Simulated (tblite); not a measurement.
Isomers of C5H10F2OSi. Computed values, GFN2-xTB/tblite, gas phase, harmonic and unscaled. This tight-binding method is rough: wavenumbers can miss measured ones by several per cent, in bad cases by 10 to 20. Modes of hydrogen on silicon can be 10 to 20 % off. One conformer each.

Electronic energies: GFN2-xTB at the same geometries; isomer energies are rough at this level and their order can be wrong.

| SMILES | electronic energy, lowest = 0 (kJ/mol) |
| --- | --- |
| FC(F)[SiH]1CCOCC1 | 385.9 |
| CC(=O)[C@@H](C)C[SiH](F)F | 0.0 |
| COC1(C(F)F)C[SiH2]C1 | 397.3 |

How do GFN2-xTB zero-point energies change the relative energies?

```tsv
SMILES	ZPE (kJ/mol)	of it from modes above 1550 cm⁻¹	electronic (kJ/mol)	with ZPE, lowest = 0 (kJ/mol)	lowest mode (cm⁻¹)	rings
CC(=O)[C@@H](C)C[SiH](F)F	377.7	187.5	0.0	0.0	52	0
FC(F)[SiH]1CCOCC1	378.5	172.2	385.9	386.7	29	1
COC1(C(F)F)C[SiH2]C1	368.5	170.5	397.3	388.1	72	1
```

The zero-point energies span 10.0 kJ/mol, from `COC1(C(F)F)C[SiH2]C1` to `FC(F)[SiH]1CCOCC1`. The order is unchanged.

What do entropy and thermal enthalpy add at 298.15 K and 1 bar (rigid rotor, harmonic oscillator, one conformer each)?

| SMILES | point group | symmetry number | S (J/(mol K)) | H − H(0) (kJ/mol) | ZPE + H − H(0) − TS (kJ/mol) |
| --- | --- | --- | --- | --- | --- |
| CC(=O)[C@@H](C)C[SiH](F)F | C1 | 1 | 435.0 | 32.19 | 280.2 |
| FC(F)[SiH]1CCOCC1 | C1 | 1 | 419.6 | 29.10 | 282.5 |
| COC1(C(F)F)C[SiH2]C1 | C1 | 1 | 414.5 | 29.88 | 274.8 |
